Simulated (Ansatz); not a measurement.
(BaSe)n off: binding per atom (eV) at several levels, gas phase, relaxed structures; Ansatz. Clusters are the lowest isomers that short searches found in that spin, judged at the geometry's level. Core potentials for Ba in the def2 sets, no spin–orbit coupling. Binding counts from free atoms in the multiplicity of their measured ground term, without zero-point energy. Singlets are spin-restricted. The structures are stationary points that may keep the symmetry of their start. Correlated methods freeze inner cores and use unrestricted references for open shells. Remarks come from the PBE and PBE0 runs and from stability tests at other levels; not every state was tested.

| species | state | geometry | PBE-D4/def2-SVP | PBE-D4/def2-TZVP | PBE0-D4/def2-SVP | PBE0-D4/def2-TZVP | MP2/def2-TZVP | remarks |
| --- | --- | --- | --- | --- | --- | --- | --- | --- |
| BaSe2 | singlet | PBE0-D4/def2-TZVP | 2.64 | 2.65 | 2.52 | 2.56 | 2.45 | – |
| Ba2Se | singlet | PBE-D4/def2-TZVP | 2.17 | 2.17 | 2.09 | 2.11 | 1.99 | – |
| Ba3Se2 | singlet | PBE0-D4/def2-SVP | 2.90 | 2.89 | 2.82 | 2.83 | 2.80 | restricted SCF unstable in HF |
